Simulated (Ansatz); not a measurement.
Ansatz (a program for electronic structure) input (RPA@PBE/cc-pV(Q+d)Z):
A basis named .json is the Basis Set Exchange file of that set.

Ansatz 0.2 input:
```yaml
crystal:
  periodic: [false, false, false]
  atoms:
    - {symbol: C, position_ang: [-2.12477353, 0.72416843, 0.34069924]}
    - {symbol: C, position_ang: [-0.87312851, -0.05030134, -0.02551556]}
    - {symbol: C, position_ang: [0.27149085, 0.08131416, 0.97883508]}
    - {symbol: C, position_ang: [1.63644587, -0.20901108, 0.39466978]}
    - {symbol: Cl, position_ang: [2.04733866, 1.42714919, -0.62413567]}
    - {symbol: Cl, position_ang: [-1.35772038, -1.82082242, -0.25003808]}
    - {symbol: H, position_ang: [-1.88027002, 1.78909478, 0.37696025]}
    - {symbol: H, position_ang: [-2.92118613, 0.56984701, -0.38934388]}
    - {symbol: H, position_ang: [-2.49334869, 0.42485607, 1.32479228]}
    - {symbol: H, position_ang: [-0.50849688, 0.23583798, -1.00884687]}
    - {symbol: H, position_ang: [0.10304407, -0.63264981, 1.79619893]}
    - {symbol: H, position_ang: [0.15459147, 1.09331469, 1.42055666]}
    - {symbol: H, position_ang: [2.36194704, -0.06487666, 1.20850526]}
basis:
  gaussian:
    orbitals: cc-pV_Q+d_Z.json
hamiltonian:
  xc: pbe
total_charge: -1
magnetization: {spin_polarized: false}
correlation: {method: rpa, electrons: outside_noble_gas}
```

Output:

```
Functional definition: PBE
integrals: 5.24 GiB planned
3277 factors; integrals over basis functions are off by at most 1.0e-3 eV
0.75 GiB of the device are held for the grids
6.41 GiB of device memory are held for the factors and their scratch space
mean field: 8.38 GiB planned
mean field evaluation 1: about -29280.9128 eV, gradient 7.3e1 eV
mean field evaluation 2: about -29280.9103 eV, gradient 7.3e1 eV
mean field evaluation 4: about -29289.9166 eV, gradient 4.0e1 eV
mean field evaluation 8: about -29294.1075 eV, gradient 7.2e-1 eV
mean field evaluation 16: about -29294.1079 eV, gradient 1.6e-3 eV
mean field -29294.10788764 eV, -1076.5386086111 hartree, gradient 4.6e-6 eV, S^2 0.000000; 1 other end points of the search recorded, 0 dependent functions left out
14 core orbitals not correlated
reference -29239.66081848 eV, -1074.5377157252 hartree; 19, 19 occupied and 525, 525 virtual orbitals, 3277 factors
Total energy: -29292.84272804 eV, -1076.4921148537 hartree
```

It need not be the lowest isomer of its formula. Whether it binds its extra electron was not tested at this geometry.
